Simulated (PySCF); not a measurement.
C₂H₆Si, SMILES C1[SiH2]C1.

Geometry: B3LYP-D3(BJ)/def2-TZVP.

Computed with HF/def2-TZVPD run with PySCF.

Symmetry labels are those of the subgroup C2v that the program uses (full group C2v).

Computed valence orbital energies around the gap with their symmetry:
```
orbital  symmetry  energy (eV)
-------  --------  -----------
HOMO−7         B2       -21.99
HOMO−6         A1       -18.71
HOMO−5         B1       -16.88
HOMO−4         A1       -15.55
HOMO−3         A2       -13.80
HOMO−2         B1       -13.21
HOMO−1         A1       -11.31
HOMO           B2        -9.49
LUMO           A1         1.98
LUMO+1         B2         2.17
LUMO+2         A1         2.32
LUMO+3         A1         3.29
```
